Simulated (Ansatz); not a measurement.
One change: `[OH][Ga]([OH])[O][SiH3]` becomes `[OH][Al]([OH])[O][SiH3]`.

Ansatz, PBE0-D4/def2-TZVP geometries, multiplicity 1. Each molecule was computed in one conformer, which needn't be the lowest.

Scalar relativity is left out up to krypton.

```csv
property,`[OH][Ga]([OH])[O][SiH3]`
HOMO energy (B3LYP/def2-TZVPP) / eV,-8.46
HOMO energy (PBE0/def2-TZVPP) / eV,-8.67
HOMO–LUMO gap (PBE0/def2-TZVPP) / eV,7.54
HOMO energy (ωB97M-V/def2-TZVPP) / eV,-10.99
LUMO energy (ωB97M-V/def2-TZVPP) / eV,0.62
HOMO–LUMO gap (B3LYP/def2-TZVPP) / eV,6.97
```

(1) Give the same properties after the change, and the shifts. (An estimate is asked.)

Results:

(1) Computed: 
```json
{"property": "HOMO energy (B3LYP/def2-TZVPP) / eV", "`[OH][Al]([OH])[O][SiH3]`": "-8.52", "shift": "-0.06"}
{"property": "HOMO energy (PBE0/def2-TZVPP) / eV", "`[OH][Al]([OH])[O][SiH3]`": "-8.74", "shift": "-0.07"}
{"property": "HOMO–LUMO gap (PBE0/def2-TZVPP) / eV", "`[OH][Al]([OH])[O][SiH3]`": "8.07", "shift": "0.53"}
{"property": "HOMO energy (ωB97M-V/def2-TZVPP) / eV", "`[OH][Al]([OH])[O][SiH3]`": "-11.05", "shift": "-0.06"}
{"property": "LUMO energy (ωB97M-V/def2-TZVPP) / eV", "`[OH][Al]([OH])[O][SiH3]`": "0.90", "shift": "0.28"}
{"property": "HOMO–LUMO gap (B3LYP/def2-TZVPP) / eV", "`[OH][Al]([OH])[O][SiH3]`": "7.55", "shift": "0.58"}
```

With PBE0 the HOMO falls by 0.07 eV and the LUMO rises by 0.47 eV, so the gap widens by about 0.54 eV. PBE moves the HOMO by -0.08 eV and ωB97M-V by -0.06 eV.

B3LYP here is the variant with VWN-RPA as its local correlation; programs differ in this.
